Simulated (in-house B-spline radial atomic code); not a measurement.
Atomic self-consistent-field run: Pd IX (Pd8+). Level of theory: scalar-relativistic (X2C) r2SCAN0, spin-polarised, spherical fractional occupations, Fermi nucleus of rms radius 4.5318 fm; calculated with a radial B-spline atomic code at the basis-set limit.

Command:
```bash
python run_scf.py task.json out
```
Settings (nuclear radius in fm, mass in u):
```
Z                46
configuration    [Kr] 4d2
hamiltonian      x2c
method           r2scan0
spin_polarised   True
nucleus          fermi
rms_radius       4.5318
atomic_mass      105.90348
speed_of_light   137.035999084
```

Output (hartree, bohr):
```
 radial grid: 65 intervals, B-splines of order 8, outer radius 11.954 bohr

 iter        energy (Eh)    residual
    1       -5027.521206    9.09e-02
    2       -5027.528889    1.91e-03
    3       -5027.528897    9.51e-04
    4       -5027.528899    4.83e-04
    5       -5027.528900    3.99e-05
    6       -5027.528900    6.56e-06
    7       -5027.528900    1.60e-06
    8       -5027.528900    2.13e-07

 total energy                     -5027.52890
 kinetic                            5252.5986
 electron-nucleus                 -11981.8224
 Hartree                            1841.9492
 exact exchange                      -34.4626
 exchange-correlation               -105.7917

 orbital      occ     eigenvalue          <r>       <r^2>       <1/r>       r_max
 1s up      1.000      -896.5976     0.031318  0.00133625     50.1061     0.02002
 1s down    1.000      -896.5980     0.031318  0.00133624     50.1062     0.02002
 2s up      1.000      -136.8055     0.137771   0.0224473     11.3114      0.1166
 2s down    1.000      -136.7738     0.137757    0.022443     11.3129      0.1166
 2p up      3.000      -123.1360     0.120402   0.0177225     10.6206     0.09318
 2p down    3.000      -123.1103     0.120384   0.0177172      10.622     0.09317
 3s up      1.000       -29.5842     0.377304    0.162996     3.92333      0.3409
 3s down    1.000       -29.5739     0.377284    0.162942     3.92235       0.341
 3p up      3.000       -25.0288     0.376791    0.164963     3.67678      0.3342
 3p down    3.000       -25.0149     0.376736    0.164862       3.676      0.3343
 3d up      5.000       -17.8033     0.355985    0.150994     3.42998      0.2822
 3d down    5.000       -17.7735     0.356082    0.151017     3.42829      0.2825
 4s up      1.000        -8.4667     0.904538    0.919522       1.533      0.8365
 4s down    1.000        -8.3422     0.902804     0.91657     1.53813      0.8339
 4p up      3.000        -7.0400     0.963395     1.04895     1.40388      0.8822
 4p down    3.000        -6.9016      0.96184     1.04628     1.40778      0.8796
 4d up      2.000        -4.8023      1.09779      1.3802     1.19099      0.9774
```

Cost of the run: 0.46 s on 1 thread of Arm Neoverse V2, with other jobs on the host.

Caution: exact exchange at fractional occupations of open shells leaves self-interaction of up to several eV.

One-electron X2C: radii and densities carry no picture-change correction, so inner-shell <1/r> comes out high (for 1s by about 2 % at Z = 33, 5 % at 54, 10 % at 75, 30 % at 118) and <r> low.
